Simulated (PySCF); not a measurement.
## Bonding in `CN[P+]1(C)C=CCC=C1`

Compound: C7H13NP (charge +1).
Atom-mapped SMILES: `[CH3:1][NH:2][P+:3]1([CH3:4])[CH:5]=[CH:6][CH2:7][CH:8]=[CH:9]1` (hydrogens: H10, H11, H12 on C1; H13 on N2; H14, H15, H16 on C4; H17 on C5; H18 on C6; H19, H20 on C7; H21 on C8; H22 on C9)

Geometry (GFN2-xTB, Å), atoms numbered from 1 in this order:
```
atom  x, y, z in Å
C1    -2.9311    0.3095    0.4230
N2    -1.6449   -0.2565    0.8283
P3    -0.3234   -0.3094   -0.1668
C4    -0.8455   -1.1480   -1.6823
C5     0.4491    1.2579   -0.5680
C6     1.6997    1.5281   -0.2012
C7     2.6268    0.6284    0.5337
C8     2.1251   -0.7064    0.9543
C9     0.9173   -1.2186    0.7258
H10   -2.9522    1.3991    0.4821
H11   -3.1566    0.0038   -0.5957
H12   -3.7021   -0.0892    1.0803
H13   -1.4174   -0.0351    1.7928
H14   -1.4604   -0.4887   -2.2938
H15   -1.4081   -2.0436   -1.4207
H16    0.0411   -1.4229   -2.2519
H17   -0.1475    1.9799   -1.1097
H18    2.1231    2.4919   -0.4560
H19    2.9902    1.1567    1.4242
H20    3.5239    0.4821   -0.0810
H21    2.8463   -1.2969    1.5064
H22    0.6366   -2.2028    1.0754
```

Bond orders from the PBE0/pcSseg-1 density (PySCF). The structure is a single GFN2-xTB conformer in the gas phase; no vibrational or solvent corrections.

(1) How far do the computed orders between heavy atoms stray from the drawn ones?

(2) Set the Mayer orders of the bonds beside their lengths.

## Answers

(1) The largest departure is 0.146, at C8–C9 (drawn double, 1.854).

(2) 
```
  bond  drawn as  length (Å)  Mayer order
 C1–N2    single       1.462        0.915
 N2–P3    single       1.655        1.112
 P3–C4    single       1.809        1.102
 P3–C5    single       1.793        0.944
 C5–C6    double       1.331        1.861
 C6–C7    single       1.486        1.090
 C7–C8    single       1.487        1.090
 C8–C9    double       1.332        1.854
 C9–P3    single       1.778        1.020
C1–H10    single       1.091        0.960
C1–H11    single       1.087        0.959
C1–H12    single       1.089        0.957
N2–H13    single       1.015        0.909
C4–H14    single       1.089        0.917
C4–H15    single       1.090        0.916
C4–H16    single       1.089        0.924
C5–H17    single       1.082        0.925
C6–H18    single       1.083        0.940
C7–H19    single       1.097        0.889
C7–H20    single       1.097        0.887
C8–H21    single       1.083        0.941
C9–H22    single       1.082        0.925
```

Bonds between the same two heavy elements. C–P: lowest P3–C5 (0.944, 1.793 Å), highest P3–C4 (1.102, 1.809 Å); in 2 of the 3 pairs the longer bond (by over 0.003 Å) has the higher order (by 0.02 or more). C–C: lowest C6–C7 and C7–C8 (1.090, 1.486 Å), highest C5–C6 (1.861, 1.331 Å). Bonds named together lie within 0.004.

Sum the orders of all bonds at each heavy atom with more than one neighbour and set the sums beside the valence in the SMILES.

C1 3.791 (drawn 4), N2 2.936 (drawn 3), P3 4.178 (drawn 4), C4 3.859 (drawn 4), C5 3.730 (drawn 4), C6 3.891 (drawn 4), C7 3.956 (drawn 4), C8 3.885 (drawn 4), C9 3.799 (drawn 4). Orders between atoms that aren't bonded are not in these sums.

The Mayer order sums products of elements of PS (density times overlap matrix) between the two atoms' basis functions, so it depends on the basis set.
